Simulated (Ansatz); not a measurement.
`[Cl][GeH]1[CH2][O]1` and `[SiH3][C@H]1[O][Ge@@H]1[Cl]` differ in one atom or group.

Ansatz, PBE0-D4/def2-TZVP geometries, multiplicity 1. 

Scalar relativity is left out up to krypton.

```json
{"property": "HOMO–LUMO gap (PBE/def2-TZVPP) / eV", "`[Cl][GeH]1[CH2][O]1`": "4.28"}
{"property": "LUMO energy (PBE0/def2-TZVPP) / eV", "`[Cl][GeH]1[CH2][O]1`": "-1.13"}
{"property": "LUMO energy (PBE/def2-TZVPP) / eV", "`[Cl][GeH]1[CH2][O]1`": "-2.02"}
{"property": "HOMO–LUMO gap (ωB97M-V/def2-TZVPP) / eV", "`[Cl][GeH]1[CH2][O]1`": "10.46"}
{"property": "LUMO energy (B3LYP/def2-TZVPP) / eV", "`[Cl][GeH]1[CH2][O]1`": "-1.42"}
{"property": "LUMO energy (ωB97M-V/def2-TZVPP) / eV", "`[Cl][GeH]1[CH2][O]1`": "0.80"}
```

**Question.** Give the same properties after the change, and the shifts. (An estimate is asked.)

**Answer.** The calculation gave: 
| property | `[SiH3][C@H]1[O][Ge@@H]1[Cl]` | shift |
| --- | --- | --- |
| HOMO–LUMO gap (PBE/def2-TZVPP) / eV | 4.09 | -0.19 |
| LUMO energy (PBE0/def2-TZVPP) / eV | -1.29 | -0.16 |
| LUMO energy (PBE/def2-TZVPP) / eV | -2.18 | -0.16 |
| HOMO–LUMO gap (ωB97M-V/def2-TZVPP) / eV | 10.23 | -0.23 |
| LUMO energy (B3LYP/def2-TZVPP) / eV | -1.56 | -0.14 |
| LUMO energy (ωB97M-V/def2-TZVPP) / eV | 0.62 | -0.18 |

B3LYP here is the variant with VWN-RPA as its local correlation; programs differ in this.
